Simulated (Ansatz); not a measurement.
Basis-set extrapolation for C2H3AlF2O, SMILES `C[C]1(F)[O][Al]1[F]` (PBE0-D4/def2-TZVP geometry, frozen core, the Gaussian-basis code of Ansatz). Multiplicity 1, RHF reference.

|  | def2-TZVPP | def2-QZVPP |
| --- | --- | --- |
| HF | -593.349147 | -593.372772 |
| MP2 correlation | -1.140876 | -1.236215 |
| CCSD(T) correlation | -1.198209 | not run |

Energies in hartree. Use E(X) = E(∞) + A·exp(−7.88·√X) for Hartree–Fock and E(X) = E(∞) + B·X^(−2.97) for correlation, with X = 3 and 4, and add CCSD(T) minus MP2 of the smaller set to the MP2 limit.

Task: What is the CCSD(T) energy at the basis-set limit?

Result: HF limit: -593.372772 + (-0.023625) × 0.13774 = -593.37603. MP2 limit: -1.236215 + (-0.095339) × 0.74074 = -1.30684. Higher-order term: -1.198209 − (-1.140876) = -0.05733. Total: -594.74020 hartree, 506.3 kJ/mol below CCSD(T)/def2-TZVPP.
